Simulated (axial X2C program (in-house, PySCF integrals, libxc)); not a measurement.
# What spin–orbit coupling does to SrSi

Calculated with an in-house all-electron X2C program for linear molecules (integrals from PySCF). Spin-free means the one-electron spin-free X2C Hamiltonian; two-component (2c) means X2C with spin–orbit coupling and atomic mean-field two-electron Coulomb and Gaunt terms, so the difference of the two also holds small scalar two-electron terms. Basis: Sr dyall-cv3z [13s12p8d5f1g], Si dyall-v3z [8s7p2d1f] (cores contracted in-house); Gaussian nuclei, density fitting, unrestricted open shells. Masses: Sr 87.906 u, Si 27.977 u.

Spin-free state: M_S = 2, Λ = 0 (beyond evenly filled blocks: 2 × σα, π+α, π-α); fragments Sr + Si.

| level | Re (Å) | ωe (cm⁻¹) | μ (D) |
| --- | --- | --- | --- |
| PBE0 | 2.916 | 232.2 | -4.27 |
| HF | 3.029 | 220.8 | -4.49 |
| MP2 | 2.944 | 232.7 | n/a |
| CCSD | 2.960 | 229.8 | n/a |
| CCSD(T) | 2.953 | 230.8 | n/a |
| BLYP | 2.953 | 217.0 | -4.53 |

Correlated methods: 14 electrons correlated (number of frozen shells: Sr 3 s, 2 p, 1 d; Si 2 s, 1 p), 234 virtual spin orbitals or spinors in MP2, 90 natural virtuals in coupled cluster.

Dipoles are positive if Si is the positive end.

Two-component determinant lowest at the distance of the search:

Ω = 2 (⟨Sz⟩ = 2.00, ⟨Lz⟩ = 0.00 at HF); fragments Sr + Si.

```
  level  Re (Å)  ωe (cm⁻¹)  μ (D)
   PBE0   2.916      232.2  -4.27
     HF   3.029      220.7  -4.50
    MP2   2.944      232.6    n/a
   CCSD   2.960      229.7    n/a
CCSD(T)   2.953      230.7    n/a
   BLYP   2.953      217.1  -4.53
```

Problem. From the two tables, how do the constants change at the CCSD(T) level (2c against spin-free)?

Solution. At the CCSD(T) level Re is unchanged within 0.001 Å and ωe doesn't move by more than 0.2 cm⁻¹.

The state is one determinant whose occupation by symmetry is held fixed; it was picked as the lowest of a PBE0 search that is not exhaustive. De is not given where an atomic determinant may have missed its ground term or J level, or where the truncated virtual space spoils (T). Density functionals use the spin component along the axis (collinear). Coupled cluster ran in a truncated set of natural virtual spinors; the MP2 energy of the rest was added. (T) has no such correction and the atoms are truncated less, which lowers De at CCSD(T) by a hundredth of an eV or more. Other states lie close and PBE0, whose exact exchange favours high spin, may order them wrongly; the determinant shown need not be the ground state. The nearest other spin-free determinant of the search, M_S = 0, Λ = 2, lies 0.58 eV up at the distance of the search. The functionals have no current-density term, which raises determinants with orbital currents, atoms included. The spin of this state cannot come from the lowest atoms; the curve heads to a higher limit, and no De is given. With several unpaired electrons one determinant need not be a pure state. Open-shell Ω = 0 determinants with evenly filled partner blocks cannot be reached by this program, so the Ω shown need not be the lowest component. At some level and bond length an empty orbital lies below a filled one. Some points did not converge and are left out.
